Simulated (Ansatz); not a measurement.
Reactions of C2H10GeSi (`C[SiH](C)[GeH3]`).

Isolated molecules relaxed with PBE0-D4/def2-TZVP in Ansatz; ΔE leaves out vibrations. CCSD(T)/CBS is the MP2 limit (def2-TZVPP, def2-QZVPP) plus CCSD(T) − MP2 in def2-TZVPP, frozen cores. This one scheme is used for every species, atoms too. No spin–orbit coupling; open shells (•) take unrestricted orbitals. Spin–orbit coupling would lower the free atoms: a little for C, Si; clearly for Ge. For Br, Ge outer-core shells are correlated without core-valence functions, so the limit isn't a true one: a few kJ/mol of doubt a bond, and 10 to 20 or more in all where bonds break to atoms. Scalar relativity is left out up to krypton. Each species was taken in one conformer, which may not be the lowest.

Order these by ΔE at CCSD(T)/CBS, lowest first. (Estimate.)
A. `C[SiH](C)[GeH3]` + H₂ → `C[SiH2][GeH3]` + CH₄
B. `C[SiH](C)[GeH3]` + H–F → `C[SiH](F)[GeH3]` + CH₄
C. `C[SiH](C)[GeH3]` → 2 C• + Ge• + 10 H• + Si•
D. `C[SiH](C)[GeH3]` + `CCN[SiH2]Cl` → `CC[N]([GeH3])[SiH2]Cl` + `C[SiH2]C`
E. `C[SiH](C)[GeH3]` → `[GeH3]`• + `C[SiH]C`•
F. `C[SiH](C)[GeH3]` + HBr → `C[SiH](C)Br` + GeH₄
G. `C[SiH](C)[GeH3]` + `CNC` → `CN(C)[SiH](C)C` + GeH₄
H. `C[SiH](C)[GeH3]` + `C#N` → `C[SiH]([GeH3])C#N` + CH₄

B (-1.39 eV), F (-0.96 eV), H (-0.55 eV), G (-0.36 eV), A (-0.26 eV), D (+0.07 eV), E (+3.46 eV), C (+48.67 eV).

Largest T1 diagnostic: 0.014, for `C#N`.
